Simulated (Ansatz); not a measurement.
Geometry optimisation, Ansatz 0.2.0, RKS PBE-D4/def2-SVP.

The input (input.yaml):

```yaml
crystal:
  periodic: [false, false, false]
  atoms:
    - { symbol: Ge, position_ang: [-0.816372, 0.268749, 0.423194] }
    - { symbol: H, position_ang: [1.717719, 0.269646, 1.497788] }
    - { symbol: F, position_ang: [1.950548, -0.354141, 0.843895] }
    - { symbol: F, position_ang: [-0.594239, 1.181733, -1.09287] }
    - { symbol: Ge, position_ang: [-1.319249, -1.910524, -0.772755] }
    - { symbol: H, position_ang: [-1.852205, -3.051409, 0.145828] }
    - { symbol: H, position_ang: [-2.350033, -1.707896, -1.921468] }
    - { symbol: H, position_ang: [-0.004669, -2.426358, -1.433512] }
basis:
  gaussian: { orbitals: def2-SVP }
hamiltonian:
  xc: pbe
  dispersion: d4
relax:
  f_tol: 0.03
  max_steps: 50
output:
  orbitals: {}
```

Launched with:

```bash
$ ansatz run input.yaml --threads 4 --pin off --max-ram 5120MiB --backend cpu --events-out ev --progress --plain --runs-dir out
```

Problem. Where does it end, and by what steps?

Solution. The forces met the threshold. After 23 steps the energy has fallen by 0.472 eV; H2 moved furthest, 1.26 Å.

```json
{"step": "0", "energy less start (eV)": "0.0000", "largest force component (eV/Å)": "0.298", "accepted": "yes"}
{"step": "1", "energy less start (eV)": "-0.0588", "largest force component (eV/Å)": "1.021", "accepted": "yes"}
{"step": "2", "energy less start (eV)": "-0.1084", "largest force component (eV/Å)": "0.558", "accepted": "yes"}
{"step": "3", "energy less start (eV)": "-0.1189", "largest force component (eV/Å)": "0.497", "accepted": "yes"}
{"step": "4", "energy less start (eV)": "-0.1264", "largest force component (eV/Å)": "0.152", "accepted": "yes"}
{"step": "5", "energy less start (eV)": "-0.1136", "largest force component (eV/Å)": "0.224", "accepted": "no"}
{"step": "6", "energy less start (eV)": "-0.1312", "largest force component (eV/Å)": "0.091", "accepted": "yes"}
{"step": "7", "energy less start (eV)": "-0.1360", "largest force component (eV/Å)": "0.049", "accepted": "yes"}
{"step": "8", "energy less start (eV)": "-0.1325", "largest force component (eV/Å)": "0.550", "accepted": "no"}
{"step": "9", "energy less start (eV)": "-0.1382", "largest force component (eV/Å)": "0.057", "accepted": "yes"}
{"step": "10", "energy less start (eV)": "-0.1418", "largest force component (eV/Å)": "0.289", "accepted": "yes"}
{"step": "11", "energy less start (eV)": "-0.1553", "largest force component (eV/Å)": "0.103", "accepted": "yes"}
{"step": "12", "energy less start (eV)": "-0.1334", "largest force component (eV/Å)": "1.710", "accepted": "no"}
{"step": "13", "energy less start (eV)": "-0.1666", "largest force component (eV/Å)": "0.112", "accepted": "yes"}
{"step": "14", "energy less start (eV)": "-0.1819", "largest force component (eV/Å)": "0.433", "accepted": "yes"}
{"step": "15", "energy less start (eV)": "-0.2045", "largest force component (eV/Å)": "0.890", "accepted": "yes"}
{"step": "16", "energy less start (eV)": "-0.2429", "largest force component (eV/Å)": "1.167", "accepted": "yes"}
{"step": "17", "energy less start (eV)": "-0.3226", "largest force component (eV/Å)": "0.850", "accepted": "yes"}
{"step": "18", "energy less start (eV)": "-0.3937", "largest force component (eV/Å)": "0.966", "accepted": "yes"}
{"step": "19", "energy less start (eV)": "-0.4403", "largest force component (eV/Å)": "0.548", "accepted": "yes"}
{"step": "20", "energy less start (eV)": "-0.4613", "largest force component (eV/Å)": "0.316", "accepted": "yes"}
{"step": "21", "energy less start (eV)": "-0.4694", "largest force component (eV/Å)": "0.131", "accepted": "yes"}
{"step": "22", "energy less start (eV)": "-0.4718", "largest force component (eV/Å)": "0.079", "accepted": "yes"}
{"step": "23", "energy less start (eV)": "-0.4721", "largest force component (eV/Å)": "0.007", "accepted": "yes"}
```

```xyz
8
Properties=species:S:1:pos:R:3
Ge -0.991 0.354 0.559
H 1.206 0.136 0.353
F 1.065 -0.407 1.173
F 0.374 0.977 -0.591
Ge -1.190 -1.823 -0.733
H -1.505 -3.023 0.212
H -2.345 -1.780 -1.781
H 0.118 -2.165 -1.502
```

Whether the end is a true minimum wasn't checked by a vibrational analysis.

The run took 25 s on 4 threads of Intel(R) Xeon(R) CPU @ 2.60GHz (Ice Lake) (shared host), peak memory 0.19 GiB.
